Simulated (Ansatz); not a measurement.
`[F][Al]1[CH2][GaH]1` + HCl → `[Cl][Al]1[CH2][GaH]1` + H–F  (ligand exchange at the Al–F bond)

Gas-phase electronic energies from Ansatz, PBE0-D4/def2-TZVP geometries. CBS: MP2 limit from def2 TZ/QZ plus the TZ coupled-cluster correction, frozen cores. This one scheme is used for every species. For Ga outer-core shells are correlated without core-valence functions, which leaves a few kJ/mol of doubt a bond. Scalar relativity is left out up to krypton.

| species | SCS-MP2/def2-QZVPP energy (Eh) |
| --- | --- |
| `[F][Al]1[CH2][GaH]1` | -2305.30944 |
| HCl | -460.33756 |
| `[Cl][Al]1[CH2][GaH]1` | -2665.27688 |
| H–F | -100.36288 |

(1) Work out ΔE.

Largest T1 diagnostic among the species: 0.015.

Answers

(1) ΔE = (-2665.27688) + (-100.36288) − (-2305.30944) − (-460.33756) = 0.00724 Eh = +4.5 kcal/mol. CCSD(T)/CBS gives +3.9 kcal/mol.

At CCSD(T), def2-SVP lies +2.0 kcal/mol from the extrapolated value and def2-TZVPP +0.7 kcal/mol. From BLYP to BHLYP (50 % exact exchange), in def2-TZVPP and without D4, ΔE moves by −1.6 kcal/mol. The D4 term adds −0.9 kcal/mol with B3LYP and −0.5 kcal/mol with PBE0; it sums over pairs of atoms, weighted by their polarisabilities, and B3LYP, whose exchange is more repulsive, gets the larger term.

B3LYP here is the variant with VWN-RPA as its local correlation; programs differ in this.
